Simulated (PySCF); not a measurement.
CH4F2GeO, SMILES [CH3][Ge]([OH])([F])[F].

Geometry optimised at r2SCAN-D4/def2-SVP. The structure was generated by enumeration, and PubChem lists no compound with its InChIKey, so it may never have been made. The values are those of a single conformer.

These are TDA-LC-ωPBE/def2-SVPD run with PySCF values and carry that method's errors.

Vertical excitations. Isolated molecule, no solvent. State labels are in the subgroup Cs.

```csv
state,symmetry,energy (eV),λ (nm),f,main pairs
S1,A",8.50,146,0.041,"HOMO→LUMO 72 %, HOMO→LUMO+1 16 %"
S2,A',9.37,132,0.149,"HOMO−1→LUMO 54 %, HOMO−2→LUMO 22 %"
S3,A',9.82,126,0.342,"HOMO−2→LUMO 49 %, HOMO−1→LUMO 27 %"
S4,A",10.09,123,0.017,"HOMO−3→LUMO 38 %, HOMO→LUMO+2 13 %, HOMO→LUMO+1 10 %, HOMO→LUMO+4 7 %"
S5,A",10.16,122,0.001,"HOMO−4→LUMO 24 %, HOMO−1→LUMO+3 17 %, HOMO−3→LUMO 14 %, HOMO→LUMO+2 7 %"
S6,A",10.49,118,0.034,"HOMO−4→LUMO 24 %, HOMO→LUMO+1 12 %, HOMO−3→LUMO 10 %, HOMO→LUMO+4 9 %"
S7,A',10.61,117,0.008,"HOMO−5→LUMO 20 %, HOMO−1→LUMO+2 19 %, HOMO−2→LUMO+2 5 %, HOMO−2→LUMO 5 %"
S8,A',10.79,115,0.061,"HOMO→LUMO+3 21 %, HOMO−1→LUMO+2 21 %, HOMO−6→LUMO 12 %, HOMO−1→LUMO+4 6 %"
S9,A",10.86,114,0.010,"HOMO→LUMO+2 31 %, HOMO→LUMO+1 14 %, HOMO−1→LUMO+3 13 %, HOMO→LUMO+8 7 %"
S10,A',10.87,114,0.005,"HOMO→LUMO+3 35 %, HOMO−6→LUMO 12 %, HOMO−2→LUMO+2 11 %, HOMO→LUMO+9 7 %"
T1,A",7.86,158,0,"HOMO→LUMO 65 %, HOMO→LUMO+1 16 %"
T2,A',8.53,145,0,"HOMO−1→LUMO 59 %, HOMO−1→LUMO+4 15 %"
T3,A',8.89,140,0,"HOMO−2→LUMO 56 %, HOMO−2→LUMO+4 9 %"
T4,A",9.56,130,0,"HOMO−3→LUMO 51 %, HOMO−3→LUMO+2 14 %, HOMO−3→LUMO+4 12 %"
```
Triplets are in the Tamm–Dancoff approximation.
